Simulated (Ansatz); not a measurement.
`[OH][SbH][CH2][SiH3]` + H₂ → `[SiH3][CH2][SbH2]` + H₂O  (hydrogenolysis of the Sb–O bond)

Computed with Ansatz on PBE0-D4/def2-TZVP structures; ΔE is electronic, products minus reactants. CBS: MP2 limit from def2 TZ/QZ plus the TZ coupled-cluster correction, frozen cores. This one scheme is used for every species. Functionals use def2-TZVPP. HSE06 is defined as in plane-wave codes. Elements past krypton have def2 core potentials. For Sb outer-core shells are correlated without core-valence functions, which leaves a few kJ/mol of doubt a bond. Each species was taken in one conformer, which may not be the lowest.

`[OH][SbH][CH2][SiH3]`:

Cartesian coordinates in Å:
```
O -0.073 1.053 1.824
Sb -0.154 -0.922 1.744
C 0.272 -1.043 -0.363
Si 0.121 0.597 -1.260
H 0.578 1.343 2.467
H -1.848 -0.920 1.478
H 1.280 -1.447 -0.489
H -0.430 -1.762 -0.796
H -1.200 1.224 -1.009
H 1.210 1.526 -0.871
H 0.244 0.350 -2.726
```

H₂:

Z-matrix (Å, degrees):
```
H
H 1 0.746
```

`[SiH3][CH2][SbH2]`:

```xyz
10

Si   -0.159   -1.075    0.640
C     0.790    0.494    0.298
Sb   -0.050    1.722   -1.282
H     0.470   -1.870    1.734
H    -0.201   -1.920   -0.583
H    -1.552   -0.748    1.044
H     1.820    0.275    0.003
H     0.837    1.127    1.188
H    -1.655    1.591   -0.699
H    -0.301    0.403   -2.344
```

H₂O:

Cartesian coordinates in Å:
```
O 0.077 0.046 0.379
H 0.497 -0.563 -0.232
H -0.573 0.517 -0.147
```

| species | HSE06 energy (Eh) |
| --- | --- |
| `[OH][SbH][CH2][SiH3]` | -647.08274 |
| H₂ | -1.16797 |
| `[SiH3][CH2][SbH2]` | -571.88230 |
| H₂O | -76.37727 |

Work out ΔE.

ΔE = (-571.88230) + (-76.37727) − (-647.08274) − (-1.16797) = -0.00886 Eh = -23.3 kJ/mol. CCSD(T)/CBS gives -12.4 kJ/mol.

What do rigid-rotor, harmonic-oscillator terms from PBE0-D4/def2-TZVP frequencies (298.15 K, 1 bar) make of the CCSD(T)/CBS value? (Estimate.)

The calculation gave: ΔZPE = +11.5 kJ/mol, ΔH = -2.8 kJ/mol, ΔS = 35 J/(mol·K), ΔG = -13.3 kJ/mol. Modes under 50 cm⁻¹ make the entropy rough.

Largest T1 diagnostic among the species: 0.014.

From BLYP to BHLYP (50 % exact exchange), in def2-TZVPP and without D4, ΔE moves by −13.9 kJ/mol. In def2-TZVPP, CCSD(T) changes the Hartree–Fock value by +13.0 kJ/mol (the triples alone add +5.0 kJ/mol) and MP2 by +18.7 kJ/mol. Leaving LDA and LC-ωPBE aside and taking each functional with its dispersion term where it has one, the values, not all of them listed here, spread over 21.3 kJ/mol, from PBE-QIDH to BLYP-D4. LDA lies −5.0 kJ/mol from PBE without D4.
